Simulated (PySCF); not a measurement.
Molecule: SMILES C[SiH2][GeH3] (CH8GeSi). Atoms near the plane z = 0.0 Å, at the GFN2-xTB optimised geometry (x, y, z in Å): C1 (1.7, -1.1, 0.0), Si2 (-0.2, -1.1, 0.0), Ge3 (-1.0, 1.1, 0.0), H4 (2.1, -0.6, -0.9), H5 (2.1, -2.1, 0.0), H6 (2.1, -0.6, 0.9), H10 (0.0, 2.1, 0.3), H11 (-2.1, 1.4, 1.0).

Computed with B3LYP/def2-TZVP run with PySCF 2.14.0. Cells within 0.4 Å of a nucleus heavier than hydrogen are left out (blank, or x). The values are rescaled to run from 0 to 1.

```
|55555555555555555555555555555|
|55555555555555555555555555555|
|55555555555555555555555555555|
|55555555555555555555555555555|
|55555555555555555555555555555|
|55555555555555555555555555555|
|55555555555555555555555555555|
|55555555555554355555555555555|
|55555555556654345555555555555|
|55555555589995455555555555555|
|5555555559xx99555555555555555|
|5555555559xxx9555555555555555|
|55555555599997555555555555555|
|55555555557864555555555555555|
|55555555555444455555555555555|
|55555555555444555555555555555|
|55555555555499964555455555555|
|5555555555569xx9435xx55555555|
|5555555555569xx9435xx55555555|
|55555555555599964542145555555|
|55555555555555555554025555555|
|55555555555555555555025555555|
|55555555555555555555555555555|
|55555555555555555555555555555|
|55555555555555555555555555555|
|55555555555555555555555555555|
|55555555555555555555555555555|
|55555555555555555555555555555|
|55555555555555555555555555555|
```
Scale: ten equal steps from 0.000 (start of '0') to 1.00 (end of '9'), in the order '0123456789'; x runs from -4.50 to 4.50, y from -4.50 (bottom) to 4.50 (top).

Question: Which quantity is mapped?
A) electrostatic potential
B) deformation density (molecule minus spherical neutral atoms)
C) log10 of the electron density
D) Laplacian of the electron density

Answer: D, Laplacian of the electron density. In full: Laplacian of the electron density (e/bohr⁵), clipped to [-1.50, 1.50].
